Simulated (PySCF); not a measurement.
ClGa, singlet, at a GFN2-xTB geometry (such geometries of metal compounds can be far from the true shape), with bond 2-1 at 1.8 times its length; CASSCF(10,8)/STO-3G (PySCF).

Here is a job for PySCF.
```python
from pyscf import gto, scf, mcscf
import numpy

mol = gto.Mole()
mol.atom = '''
    Ga   -0.000000   -0.000000   -0.768265
    Cl    0.000000    0.000000    3.136327
'''
mol.basis = 'sto-3g'
mol.charge = 0
mol.spin = 0
mol.verbose = 4
mol.build()

mf = scf.RHF(mol)
mf.kernel()
mc = mcscf.CASSCF(mf, 8, 10)
mc.fix_spin_(ss=0.0)
mc.kernel()
occ = numpy.linalg.eigvalsh(mc.fcisolver.make_rdm1(mc.ci, mc.ncas, mc.nelecas))[::-1]
ss = mc.fcisolver.spin_square(mc.ci, mc.ncas, mc.nelecas)[0]
print('natural occupations', occ.round(4), ' <S^2>', round(ss, 4))
```

What the program printed (banner, timings and long lists left out):

```
PySCF version 2.14.0

[INPUT] verbose = 4
[INPUT] num. atoms = 2
[INPUT] num. electrons = 48
[INPUT] charge = 0
[INPUT] spin (= nelec alpha-beta = 2S) = 0
[INPUT] symmetry False subgroup None
[INPUT] Mole.unit = angstrom
[INPUT] Symbol           X                Y                Z      unit          X                Y                Z       unit  Magmom
[...]
nuclear repulsion = 71.4226710895377
number of shells = 13
number of NR pGTOs = 81
number of NR cGTOs = 27
basis = sto-3g
ecp = {}

******** <class 'pyscf.scf.hf.RHF'> ********
method = RHF
initial guess = minao
damping factor = 0
level_shift factor = 0
DIIS = <class 'pyscf.scf.diis.CDIIS'>
diis_start_cycle = 1
diis_space = 8
diis_damp = 0
SCF conv_tol = 1e-09
SCF conv_tol_grad = None
SCF max_cycles = 50
direct_scf = True
direct_scf_tol = 1e-13
Set gradient conv threshold to 3.16228e-05
Initial guess from minao.
init E= -2352.21483698744
[...]
cycle= 1 E= -2355.23236690029  delta_E= -3.02  |g|= 0.25  |ddm|= 1.01
[...]
cycle= 2 E= -2355.25901561822  delta_E= -0.0266  |g|= 0.0385  |ddm|= 0.604
[...]
cycle= 3 E= -2355.26225424293  delta_E= -0.00324  |g|= 0.00684  |ddm|= 0.284
[...]
cycle= 4 E= -2355.26237415444  delta_E= -0.00012  |g|= 0.00362  |ddm|= 0.0407
[...]
cycle= 5 E= -2355.2624365296  delta_E= -6.24e-05  |g|= 0.00245  |ddm|= 0.0372
[...]
cycle= 6 E= -2355.26246219106  delta_E= -2.57e-05  |g|= 0.00276  |ddm|= 0.0169
[...]
cycle= 7 E= -2355.26241035193  delta_E= 5.18e-05  |g|= 0.000946  |ddm|= 0.0474
[...]
cycle= 8 E= -2355.26241009569  delta_E= 2.56e-07  |g|= 0.000929  |ddm|= 0.00945
[...]
cycle= 9 E= -2355.26240532209  delta_E= 4.77e-06  |g|= 0.000489  |ddm|= 0.0109
[...]
cycle= 10 E= -2355.26240451376  delta_E= 8.08e-07  |g|= 0.000117  |ddm|= 0.00828
[...]
cycle= 11 E= -2355.26240453608  delta_E= -2.23e-08  |g|= 5.88e-06  |ddm|= 0.00126
[...]
cycle= 12 E= -2355.26240453608  delta_E= -8.19e-12  |g|= 2.17e-06  |ddm|= 2.83e-05
[...]
Extra cycle  E= -2355.26240453609  delta_E= -1.36e-12  |g|= 2.54e-07  |ddm|= 4.37e-06
converged SCF energy = -2355.26240453609

******** <class 'pyscf.mcscf.mc1step.CASSCF'> ********
CAS (5e+5e, 8o), ncore = 19, nvir = 0
max_cycle_macro = 50
max_cycle_micro = 4
conv_tol = 1e-07
conv_tol_grad = None
orbital rotation max_stepsize = 0.02
orbital rotation threshold for CI restart = 0.01
augmented hessian ah_max_cycle = 30
augmented hessian ah_conv_tol = 1e-12
augmented hessian ah_linear dependence = 1e-14
augmented hessian ah_level shift = 1e-08
augmented hessian ah_start_tol = 2.5
augmented hessian ah_start_cycle = 3
augmented hessian ah_grad_trust_region = 3
kf_trust_region = 3
kf_interval = 4
ci_response_space = 4
ci_grad_trust_region = 3
with_dep4 0
natorb = False
canonicalization = True
sorting_mo_energy = False
ao2mo_level = 2
internal_rotation = False
******** <class 'pyscf.fci.addons.SpinPenaltyFCISolver'> ********
max. cycles = 50
conv_tol = 1e-08
davidson only = True
linear dependence = 1e-12
level shift = 0.001
max iter space = 12
nroots = 1
pspace_size = 400
spin = None
CASCI E = -2355.38691594948  S^2 = 0.0519997
Set conv_tol_grad to 0.000316228
macro iter   1 ( 21 JK    4 micro), CASSCF E = -2355.49126866530  dE = -1.04352716e-01  S^2 = 0.0000039
               |grad[o]|=0.221  |grad[c]|=0.0851  |ddm|=0.285  |maxRot[o]|=0.068
macro iter   2 ( 15 JK    4 micro), CASSCF E = -2355.49353244672  dE = -2.26378142e-03  S^2 = 0.0000000
               |grad[o]|=0.103  |grad[c]|=0.0116  |ddm|=0.00454  |maxRot[o]|=0.0252
macro iter   3 ( 17 JK    4 micro), CASSCF E = -2355.49354940565  dE = -1.69589352e-05  S^2 = 0.0000000
               |grad[o]|=0.00178  |grad[c]|=0.016  |ddm|=0.00213  |maxRot[o]|=0.0699
macro iter   4 (  7 JK    2 micro), CASSCF E = -2355.49356285094  dE = -1.34452857e-05  S^2 = 0.0000000
               |grad[o]|=0.000699  |grad[c]|=0.0122  |ddm|=0.00214  |maxRot[o]|=0.0699
macro iter   5 (  7 JK    2 micro), CASSCF E = -2355.49357442112  dE = -1.15701750e-05  S^2 = 0.0000000
               |grad[o]|=0.000441  |grad[c]|=0.0121  |ddm|=0.0016  |maxRot[o]|=0.0699
macro iter   6 (  7 JK    2 micro), CASSCF E = -2355.49359006941  dE = -1.56482970e-05  S^2 = 0.0000000
               |grad[o]|=0.00028  |grad[c]|=0.0128  |ddm|=0.00122  |maxRot[o]|=0.0699
macro iter   7 (  7 JK    2 micro), CASSCF E = -2355.49361758261  dE = -2.75131974e-05  S^2 = 0.0000000
               |grad[o]|=0.00025  |grad[c]|= 0.01  |ddm|=0.00097  |maxRot[o]|=0.0699
macro iter   8 (  7 JK    2 micro), CASSCF E = -2355.49364418906  dE = -2.66064476e-05  S^2 = 0.0000000
               |grad[o]|=0.000352  |grad[c]|=0.0016  |ddm|=0.000968  |maxRot[o]|=0.0699
macro iter   9 (  7 JK    2 micro), CASSCF E = -2355.49366614436  dE = -2.19552990e-05  S^2 = 0.0000000
               |grad[o]|=0.000394  |grad[c]|=0.00273  |ddm|=0.000838  |maxRot[o]|=0.0699
macro iter  10 (  7 JK    2 micro), CASSCF E = -2355.49368261924  dE = -1.64748826e-05  S^2 = 0.0000000
               |grad[o]|=0.000375  |grad[c]|=0.0069  |ddm|=0.000776  |maxRot[o]|=0.0699
macro iter  11 (  7 JK    2 micro), CASSCF E = -2355.49369552559  dE = -1.29063492e-05  S^2 = 0.0000000
               |grad[o]|=0.000377  |grad[c]|=0.00986  |ddm|=0.000621  |maxRot[o]|=0.0699
macro iter  12 (  7 JK    2 micro), CASSCF E = -2355.49370833255  dE = -1.28069660e-05  S^2 = 0.0000000
               |grad[o]|=0.000444  |grad[c]|=0.00412  |ddm|=0.000378  |maxRot[o]|=0.0698
macro iter  13 (  7 JK    2 micro), CASSCF E = -2355.49372230126  dE = -1.39687077e-05  S^2 = 0.0000000
               |grad[o]|=0.000454  |grad[c]|=0.00247  |ddm|=0.000219  |maxRot[o]|=0.0699
macro iter  14 (  7 JK    2 micro), CASSCF E = -2355.49374642246  dE = -2.41212019e-05  S^2 = 0.0000000
               |grad[o]|=0.000491  |grad[c]|=0.00252  |ddm|=0.000255  |maxRot[o]|=0.0699
macro iter  15 ( 17 JK    4 micro), CASSCF E = -2355.49381066677  dE = -6.42443092e-05  S^2 = 0.0000000
               |grad[o]|=0.000508  |grad[c]|=0.0225  |ddm|=0.000822  |maxRot[o]|=0.111
[...]
macro iter  22 ( 22 JK    4 micro), CASSCF E = -2355.49383311344  dE = -1.80088400e-05  S^2 = 0.0000000
               |grad[o]|=0.00129  |grad[c]|=0.000604  |ddm|=9.05e-05  |maxRot[o]|=0.0254
macro iter  23 ( 17 JK    4 micro), CASSCF E = -2355.49379771946  dE =  3.53939809e-05  S^2 = 0.0000000
               |grad[o]|=0.00118  |grad[c]|=0.00551  |ddm|=0.000337  |maxRot[o]|=0.0394
macro iter  24 ( 24 JK    4 micro), CASSCF E = -2355.49381906329  dE = -2.13438293e-05  S^2 = 0.0000000
               |grad[o]|=0.000961  |grad[c]|=0.00163  |ddm|=6.87e-05  |maxRot[o]|=0.0278
macro iter  25 ( 17 JK    4 micro), CASSCF E = -2355.49379400638  dE =  2.50569096e-05  S^2 = 0.0000000
               |grad[o]|=0.000921  |grad[c]|=0.00409  |ddm|=0.000132  |maxRot[o]|=0.0352
macro iter  26 ( 25 JK    4 micro), CASSCF E = -2355.49381055649  dE = -1.65501096e-05  S^2 = 0.0000000
               |grad[o]|=0.000831  |grad[c]|=0.00154  |ddm|=3.36e-05  |maxRot[o]|=0.0222
macro iter  27 ( 17 JK    4 micro), CASSCF E = -2355.49378873931  dE =  2.18171822e-05  S^2 = 0.0000000
               |grad[o]|=0.000811  |grad[c]|=0.00357  |ddm|=8.09e-05  |maxRot[o]|=0.0234
macro iter  28 ( 25 JK    4 micro), CASSCF E = -2355.49380324639  dE = -1.45070740e-05  S^2 = 0.0000000
               |grad[o]|=0.000765  |grad[c]|=0.00142  |ddm|=4.16e-05  |maxRot[o]|=0.0199
macro iter  29 ( 21 JK    4 micro), CASSCF E = -2355.49383328494  dE = -3.00385559e-05  S^2 = 0.0000000
               |grad[o]|=0.000758  |grad[c]|=0.00312  |ddm|=7.32e-05  |maxRot[o]|=0.0342
macro iter  30 (  7 JK    2 micro), CASSCF E = -2355.49387696122  dE = -4.36762789e-05  S^2 = 0.0000000
               |grad[o]|=0.000806  |grad[c]|=0.00097  |ddm|=0.000235  |maxRot[o]|=0.0373
macro iter  31 (  7 JK    2 micro), CASSCF E = -2355.49395607392  dE = -7.91126963e-05  S^2 = 0.0000000
               |grad[o]|=0.000869  |grad[c]|=0.00131  |ddm|=0.000292  |maxRot[o]|=0.0523
macro iter  32 (  7 JK    2 micro), CASSCF E = -2355.49408677645  dE = -1.30702532e-04  S^2 = 0.0000000
               |grad[o]|=0.000957  |grad[c]|=0.0021  |ddm|=0.000476  |maxRot[o]|=0.0604
macro iter  33 (  7 JK    2 micro), CASSCF E = -2355.49429241365  dE = -2.05637199e-04  S^2 = 0.0000000
               |grad[o]|=0.00117  |grad[c]|=0.00283  |ddm|=0.00067  |maxRot[o]|=0.065
macro iter  34 (  7 JK    2 micro), CASSCF E = -2355.49460674900  dE = -3.14335348e-04  S^2 = 0.0000000
               |grad[o]|=0.00158  |grad[c]|=0.00317  |ddm|=0.000898  |maxRot[o]|=0.0674
macro iter  35 (  7 JK    2 micro), CASSCF E = -2355.49508319291  dE = -4.76443913e-04  S^2 = 0.0000000
               |grad[o]|=0.00225  |grad[c]|=0.00325  |ddm|=0.00124  |maxRot[o]|=0.0686
macro iter  36 (  7 JK    2 micro), CASSCF E = -2355.49580604617  dE = -7.22853263e-04  S^2 = 0.0000000
               |grad[o]|=0.00334  |grad[c]|=0.00354  |ddm|=0.00185  |maxRot[o]|=0.0693
macro iter  37 (  7 JK    2 micro), CASSCF E = -2355.49690913456  dE = -1.10308839e-03  S^2 = 0.0000000
               |grad[o]|=0.00504  |grad[c]|=0.00453  |ddm|=0.0031  |maxRot[o]|=0.0696
macro iter  38 ( 21 JK    4 micro), CASSCF E = -2355.49721634696  dE = -3.07212399e-04  S^2 = 0.0000000
               |grad[o]|=0.00768  |grad[c]|=0.015  |ddm|=0.00252  |maxRot[o]|=0.0224
macro iter  39 ( 17 JK    4 micro), CASSCF E = -2355.49863350746  dE = -1.41716050e-03  S^2 = 0.0000000
               |grad[o]|=0.00834  |grad[c]|=0.0204  |ddm|=0.00578  |maxRot[o]|=0.053
macro iter  40 ( 21 JK    4 micro), CASSCF E = -2355.50094923441  dE = -2.31572695e-03  S^2 = 0.0000000
               |grad[o]|=0.0114  |grad[c]|=0.0104  |ddm|=0.00878  |maxRot[o]|=0.0663
macro iter  41 ( 21 JK    4 micro), CASSCF E = -2355.50424457892  dE = -3.29534451e-03  S^2 = 0.0000000
               |grad[o]|=0.0152  |grad[c]|=0.0258  |ddm|=0.0211  |maxRot[o]|=0.0751
macro iter  42 ( 20 JK    4 micro), CASSCF E = -2355.50609065939  dE = -1.84608047e-03  S^2 = 0.0000000
               |grad[o]|=0.0151  |grad[c]|=0.00921  |ddm|=0.013  |maxRot[o]|=0.0569
macro iter  43 ( 19 JK    4 micro), CASSCF E = -2355.50649728200  dE = -4.06622612e-04  S^2 = 0.0000000
               |grad[o]|=0.00709  |grad[c]|=0.0041  |ddm|=0.00259  |maxRot[o]|=0.065
macro iter  44 ( 19 JK    4 micro), CASSCF E = -2355.50653567609  dE = -3.83940928e-05  S^2 = 0.0000000
               |grad[o]|=0.00196  |grad[c]|=0.00367  |ddm|=0.000681  |maxRot[o]|=0.047
macro iter  45 ( 21 JK    4 micro), CASSCF E = -2355.50654029348  dE = -4.61738773e-06  S^2 = 0.0000000
               |grad[o]|=0.000616  |grad[c]|=0.00793  |ddm|=0.000771  |maxRot[o]|=0.027
macro iter  46 (  7 JK    2 micro), CASSCF E = -2355.50654448099  dE = -4.18751324e-06  S^2 = 0.0000000
               |grad[o]|=0.000361  |grad[c]|=0.00648  |ddm|=0.000767  |maxRot[o]|=0.045
macro iter  47 (  7 JK    2 micro), CASSCF E = -2355.50655477633  dE = -1.02953354e-05  S^2 = 0.0000001
               |grad[o]|=0.000177  |grad[c]|=0.0168  |ddm|=0.00477  |maxRot[o]|=0.0699
macro iter  48 (  7 JK    2 micro), CASSCF E = -2355.50657662575  dE = -2.18494210e-05  S^2 = 0.0000004
               |grad[o]|=0.000413  |grad[c]|=0.0129  |ddm|=0.00514  |maxRot[o]|=0.0699
macro iter  49 ( 17 JK    4 micro), CASSCF E = -2355.50661735221  dE = -4.07264597e-05  S^2 = 0.0000007
               |grad[o]|=0.00105  |grad[c]|=0.0161  |ddm|=0.0143  |maxRot[o]|=0.0699
macro iter  50 ( 21 JK    4 micro), CASSCF E = -2355.50663819200  dE = -2.08397878e-05  S^2 = 0.0000011
               |grad[o]|=0.00195  |grad[c]|=0.016  |ddm|=0.0325  |maxRot[o]|=0.00873
1-step CASSCF not converged,  50 macro (693 JK 154 micro) steps
CASSCF canonicalization
Density matrix diagonal elements [1.0383898  1.9615961  1.96600156 1.97380643 1.18881111 0.94958678
 0.10895222 0.812856  ]
CASSCF energy = -2355.50663819200
CASCI E = -2355.50663819200  E(CI) = -21.1337971634748  S^2 = 0.0000011
natural occupations [1.9837 1.9617 1.957  1.2496 1.0384 0.9644 0.7537 0.0915]  <S^2> 0.0
```

The run did not converge; its last values are not results.
